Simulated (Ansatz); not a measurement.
Gas-phase reaction in SMILES: C#CO → C#C[O] + H atom (the H-O bond breaks)

Quantity: bond dissociation energy (enthalpy at 298 K), in kcal/mol. Terms: non-relativistic; 6-311+G** with 5d; open shells spin-unrestricted; LANL2DZ all-electron up to Ne; six Cartesian d functions in 6-31G* and its kin unless marked 5d; no spin-orbit coupling. First-principles rows: single points at B3LYP-D3(BJ) geometries (Ansatz, a first-principles code), with unscaled harmonic terms from B3LYP/6-31G* (Ansatz) at its own minima. A UHF reference is markedly spin-contaminated in at least one set, which strains HF and MP2.

Measured values: Active Thermochemical Tables 1.112 (ions: stationary electron), as tabulated in the package chemicals; they hold spin-orbit and core effects, anharmonicity. 

Value to compare with, the measured value: 72.5 kcal/mol.

| level | program | bond dissociation energy (enthalpy at 298 K) (kcal/mol) | error |
|---|---|---|---|
| HF/STO-3G | Ansatz | 75.0 | 2.5 |
| HF/3-21G | Ansatz | 53.4 | -19.1 |
| HF/LANL2DZ | Ansatz | 55.7 | -16.8 |
| HF/6-31G* | Ansatz | 44.6 | -27.9 |
| HF/6-311+G** | Ansatz | 49.0 | -23.5 |

Among the 5 habitual levels, HF/6-31G* lies farthest from the measured value (-27.9 kcal/mol) and HF/STO-3G nearest (2.5); 1 of 5 lie above it, and their mean absolute error is 18.0 kcal/mol, the median 19.1. One case shows no general order.

The sets are all those run for this method; left out are runs that failed, that the program found above a lower state of the same kind, or whose <S^2> lies over 0.5 above the pure value.
